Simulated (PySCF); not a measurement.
F₂Mg (SMILES [F][Mg][F]), singlet, geometry from GFN2-xTB (such geometries of metal compounds can be far from the true shape); B3LYP/def2-SVP (PySCF).

The PySCF input:
```python
from pyscf import gto, scf, dft

mol = gto.Mole()
mol.atom = '''
    Mg    0.403059   -0.055331   -0.136477
    F    -0.457258    1.185522   -0.931550
    F    -0.080153   -1.111747    1.113519
'''
mol.basis = 'def2-svp'
mol.charge = 0
mol.spin = 0
mol.verbose = 4
mol.build()

mf = dft.RKS(mol)
mf.xc = 'b3lyp'
mf.grids.atom_grid = (99, 590)
mf.grids.prune = None
mf.kernel()
```

Task: Predict the main parts of the log of this PySCF run.

Result: 
```
PySCF version 2.14.0

[INPUT] verbose = 4
[INPUT] num. atoms = 3
[INPUT] num. electrons = 30
[INPUT] charge = 0
[INPUT] spin (= nelec alpha-beta = 2S) = 0
[INPUT] symmetry False subgroup None
[INPUT] Mole.unit = angstrom
[INPUT] Symbol           X                Y                Z      unit          X                Y                Z       unit  Magmom
[INPUT]  1 Mg     0.403059000000  -0.055331000000  -0.136477000000 AA    0.761671122041  -0.104560436198  -0.257904152302 Bohr   0.0
[INPUT]  2 F     -0.457258000000   1.185522000000  -0.931550000000 AA   -0.864092388266   2.240311894647  -1.760374371339 Bohr   0.0
[INPUT]  3 F     -0.080153000000  -1.111747000000   1.113519000000 AA   -0.151467218062  -2.100897349807   2.104245944500 Bohr   0.0

nuclear repulsion = 80.8148368210759
number of shells = 20
number of NR pGTOs = 84
number of NR cGTOs = 46
basis = def2-svp
ecp = {}

******** <class 'pyscf.dft.rks.RKS'> ********
method = RKS
initial guess = minao
damping factor = 0
level_shift factor = 0
DIIS = <class 'pyscf.scf.diis.CDIIS'>
diis_start_cycle = 1
diis_space = 8
diis_damp = 0
SCF conv_tol = 1e-09
SCF conv_tol_grad = None
SCF max_cycles = 50
direct_scf = True
direct_scf_tol = 1e-13
XC library pyscf.dft.libxc version 7.1.2
    S. Lehtola, C. Steigemann, M. J. T. Oliveira, and M. A. L. Marques,  SoftwareX 7, 1–5 (2018)
XC functionals = b3lyp
    P. J. Stephens, F. J. Devlin, C. F. Chabalowski, and M. J. Frisch,  J. Phys. Chem. 98, 11623 (1994)
radial grids:
    Treutler-Ahlrichs [JCP 102, 346 (1995); DOI:10.1063/1.469408] (M4) radial grids

becke partition: Becke, JCP 88, 2547 (1988); DOI:10.1063/1.454033
pruning grids: None
grids dens level: 3
symmetrized grids: False
atomic radii adjust function: <function treutler_atomic_radii_adjust>
User specified grid scheme (99, 590)
small_rho_cutoff = 0
Set gradient conv threshold to 3.16228e-05
Initial guess from minao.
tot grids = 175232
init E= -399.554076919986
  HOMO = -0.527950998015846  LUMO = -0.123772733963046  gap/eV = 10.99825
cycle= 1 E= -399.48575825694  delta_E= 0.0683  |g|= 0.99  |ddm|= 1.89
  HOMO = -0.14818113857951  LUMO = -0.0816493978893416  gap/eV = 1.81042
cycle= 2 E= -398.605389148996  delta_E= 0.88  |g|= 2.41  |ddm|= 2.31
  HOMO = -0.3602033153641  LUMO = -0.101660613600634  gap/eV = 7.03531
cycle= 3 E= -399.667609024036  delta_E= -1.06  |g|= 0.0365  |ddm|=  1.7
  HOMO = -0.344645372155547  LUMO = -0.106801801429225  gap/eV = 6.47205
cycle= 4 E= -399.668212045842  delta_E= -0.000603  |g|= 0.0167  |ddm|= 0.0825
  HOMO = -0.347238367676023  LUMO = -0.106260062664923  gap/eV = 6.55735
cycle= 5 E= -399.668258629276  delta_E= -4.66e-05  |g|= 0.00232  |ddm|= 0.0106
  HOMO = -0.347607497735603  LUMO = -0.106269459390739  gap/eV = 6.56714
cycle= 6 E= -399.668259508738  delta_E= -8.79e-07  |g|= 0.000261  |ddm|= 0.00141
  HOMO = -0.347652984807643  LUMO = -0.106269117780404  gap/eV = 6.56839
cycle= 7 E= -399.668259521057  delta_E= -1.23e-08  |g|= 8.77e-06  |ddm|= 0.000232
  HOMO = -0.347652818199692  LUMO = -0.106268652548443  gap/eV = 6.56840
cycle= 8 E= -399.668259521054  delta_E= 2.73e-12  |g|= 1.25e-05  |ddm|= 1.63e-05
  HOMO = -0.34765205950516  LUMO = -0.106268591421598  gap/eV = 6.56838
Extra cycle  E= -399.668259520994  delta_E= 6.05e-11  |g|= 2.27e-05  |ddm|= 2.15e-05
converged SCF energy = -399.668259520994
```
